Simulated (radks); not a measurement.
Problem. Br4+, configuration [Ar] 3d9.5 4s2 4p1 5s0.5 (fractional occupations, a model configuration). All-electron calculation, scalar-relativistic Kohn-Sham, r2SCAN, spin-polarised, spherical densities, finite nucleus; open shells are filled with parallel spins first; meta-GGA in the generalised Kohn-Sham scheme; Fermi nuclear charge, rms radius 4.1629 fm. Program: a radial shooting solver on a logarithmic mesh with Libxc functionals. Some entries of the table are withheld. Estimate them.

orbital,occ.,eigenvalue (eV),r(max) (bohr)
1s up,1,-13420.76,0.02792
1s down,1,-13420.59,0.02792
2s up,1,-1815.151,0.1591
2s down,1,-1814.399,0.1590
2p up,3,-1606.842,0.1275
2p down,3,-1606.184,0.1275
3s up,1,-309.6102,0.4820
3s down,1,-308.4323,0.4823
3p up,3,-242.8772,0.4792
3p down,3,-241.6519,0.4795
3d up,5,-133.0043,0.4289
3d down,4.5,-131.6424,0.4295
4s up,1,-73.2662,1.325
4s down,1,-71.0315,1.326
4p up,1,-57.0739,1.456
4p down,0,-54.6896,1.455
4d up,0,(1),1.848
4d down,0,(2),1.771
5s up,0.5,-29.4949,3.062
5p up,0,-24.4706,3.355
4f up,0,-17.7613,2.859

Solution. 
(1) 4d up eigenvalue (eV): -34.0777
(2) 4d down eigenvalue (eV): -30.3054
